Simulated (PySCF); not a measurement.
## A small calculation by hand: chemical shift, span and skew from a shielding tensor

FH7Si3, SMILES F[SiH2][SiH2][SiH3]. Atoms are numbered in the order given.

```xyz
11

Si    -2.0420    -0.0676     0.1325
Si    -0.0851     1.2271     0.3018
Si     1.6763    -0.2795    -0.1148
F      0.9628    -1.6654    -0.6278
H     -1.9654    -1.2000     1.0994
H     -3.2543     0.7486     0.4369
H     -2.1543    -0.6077    -1.2521
H     -0.0903     2.3315    -0.7042
H      0.0505     1.8231     1.6651
H      2.4529    -0.5993     1.1162
H      2.6081     0.1731    -1.1855
```
Charge 0, spin multiplicity 1.

The structure is a stationary point at B3LYP-D3(BJ)/def2-SVP. One conformer was computed; it need not be the lowest.

GIAO shieldings from PBE/pcSseg-1 (PySCF), non-relativistic, no solvent. The symmetric part of the tensor of F4 has the principal values 365.9, 444.7, 457.2 ppm. The same nucleus in CFCl3 has σ = 133.6 ppm at this level (PySCF, at its B3LYP-D3(BJ)/def2-TZVP geometry).

**Question.** Work out the isotropic shielding, the ¹⁹F shift against CFCl3, the span and the skew.

**Answer.** 
σ(iso) = (σ11 + σ22 + σ33)/3 = 422.6 ppm. δ = σ(ref) − σ(iso) = 133.6 − (422.6) = -289.0 ppm.
Span Ω = σ33 − σ11 = 91.3 ppm. Skew κ = 3(σ(iso) − σ22)/Ω = -0.73. Tumbling in solution averages the tensor to δ; in a static solid the shielding alone would spread this spin-1/2 line over Ω.
